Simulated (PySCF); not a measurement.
C2H6BF3S.
Structure used (PBE0-D3(BJ)/def2-SVP), in Å, numbered top down from 1:
```
atom  x, y, z in Å
C1    -1.3072   -1.0186   -0.1075
S2     0.0365   -0.0464   -0.8068
C3     1.4658   -0.7494    0.0293
B4    -0.1979    1.7427    0.3881
F5    -1.4046    2.1827   -0.0239
F6    -0.1643    1.2400    1.6484
F7     0.8832    2.4622    0.0221
H8    -2.2380   -0.5737   -0.4834
H9    -1.2342   -2.0625   -0.4402
H10   -1.2836   -0.9450    0.9883
H11    1.3201   -0.6919    1.1164
H12    1.6309   -1.7836   -0.3005
H13    2.3252   -0.1280   -0.2563
```

Method used: core-valence-separated Tamm–Dancoff BHandHLYP/aug-pcX-1 (pcseg-1 on H, def2-SVPD on S) in PySCF, non-relativistic, gas phase, PBE0-D3(BJ)/def2-SVP geometry. No shift to experiment was applied.

The lowest roots of each edge with f over 0.003 (five at most, numbered afresh; weaker and dark ones are left out), with transition dipoles (au) in the frame of the coordinates:

```json
{"root": "1", "edge": "C", "E (eV)": "285.38", "μx": "0.0886", "μy": "0.0266", "μz": "-0.0139"}
{"root": "2", "edge": "C", "E (eV)": "285.38", "μx": "-0.0344", "μy": "0.0461", "μz": "-0.0527"}
{"root": "3", "edge": "C", "E (eV)": "286.52", "μx": "-0.0286", "μy": "0.0287", "μz": "-0.0018"}
{"root": "4", "edge": "C", "E (eV)": "286.53", "μx": "-0.0194", "μy": "-0.0366", "μz": "0.0001"}
{"root": "5", "edge": "C", "E (eV)": "287.19", "μx": "0.0411", "μy": "0.0494", "μz": "0.0029"}
{"root": "6", "edge": "F", "E (eV)": "686.50", "μx": "0.0031", "μy": "-0.0160", "μz": "-0.0017"}
{"root": "7", "edge": "F", "E (eV)": "686.52", "μx": "-0.0037", "μy": "0.0170", "μz": "0.0015"}
{"root": "8", "edge": "F", "E (eV)": "686.61", "μx": "-0.0025", "μy": "0.0170", "μz": "0.0177"}
{"root": "9", "edge": "F", "E (eV)": "687.06", "μx": "0.0040", "μy": "0.0107", "μz": "0.0122"}
{"root": "10", "edge": "F", "E (eV)": "687.06", "μx": "-0.0066", "μy": "0.0105", "μz": "0.0134"}
{"root": "11", "edge": "B", "E (eV)": "192.61", "μx": "0.0161", "μy": "-0.1194", "μz": "-0.0756"}
{"root": "12", "edge": "B", "E (eV)": "194.55", "μx": "-0.0030", "μy": "0.0195", "μz": "0.0198"}
```

Question: What are the oscillator strengths?

Answer: f = (2/3) ΔE |μ|², with ΔE in hartree (27.2114 eV):

```csv
root,ΔE (Eh),|μ|² (au),f,core hole on
1,10.4874,0.008751,0.061,C1/C3
2,10.4876,0.006086,0.043,C1/C3
3,10.5295,0.001645,0.012,C1/C3
4,10.5296,0.001716,0.012,C1/C3
5,10.5539,0.004138,0.029,C1/C3
6,25.2286,0.000269,0.005,F5/F6/F7
7,25.2290,0.000305,0.005,F5/F6/F7
8,25.2324,0.000609,0.010,F5/F6/F7
9,25.2488,0.000279,0.005,F5/F7
10,25.2491,0.000333,0.006,F5/F7
11,7.0783,0.020231,0.095,B4
12,7.1497,0.000781,0.004,B4
```

Question: Molecules are fixed in this frame and the field points along x. What effective strengths 3 f cos²θ do the roots have (θ between field and μ)?

Answer: root 1 (C1/C3): 0.165, root 2 (C1/C3): 0.025, root 3 (C1/C3): 0.017, root 4 (C1/C3): 0.008, root 5 (C1/C3): 0.036, root 6 (F5/F6/F7): 0.000, root 7 (F5/F6/F7): 0.001, root 8 (F5/F6/F7): 0.000, root 9 (F5/F7): 0.001, root 10 (F5/F7): 0.002, root 11 (B4): 0.004, root 12 (B4): 0.000. Root 1 is the strongest. Averaged over all orientations cos²θ is 1/3, which gives f back.

Hardware: Arm Neoverse N1, one thread, shared host. Cost: 40 s.
